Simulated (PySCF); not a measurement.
## Radial density of Zr (zirconium, neutral)

BLYP, [Kr] 4d4, high-spin 5D determinant (an excited configuration). Calculation: PySCF 2.14, in x2c-TZVPPall (8s6p6d2f1g, 79 functions); scalar relativity by spin-free X2C-1e.

```csv
r (bohr),4πr²ρ (e/bohr),4πr²(ρα − ρβ)
0.0393,45.24,-0.0018
0.0661,45.02,-0.0005
0.111,61.52,0.0332
0.187,42.65,0.1678
0.315,43.33,0.2447
0.529,30.54,0.0155
0.891,9.530,0.4124
1.50,7.090,1.4692
2.52,1.732,1.1746
4.24,0.4025,0.3970
7.13,0.04768,0.0477
12.0,0.0004646,0.0005
```

Densities and radii are taken from the X2C orbitals without a picture-change correction, which distorts them close to the nucleus.
